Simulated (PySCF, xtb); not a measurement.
C3H6OS, SMILES C1S[C@H](C)O1.

GFN2-xTB in xtb at its own geometry gives an orbital gap of 3.18 eV and a dipole moment of 0.95 D.

The structure is a stationary point at PBE0-D3(BJ)/def2-SVP. The structure was generated by enumeration; whether it is a known compound was not checked.

Task: What does r2SCAN/def2-TZVP (PySCF) give? (Estimate from the structure and the level; the computed values follow.)

Result: gap 4.33 eV (levels -5.53 and -1.21 eV), dipole 0.48 D.
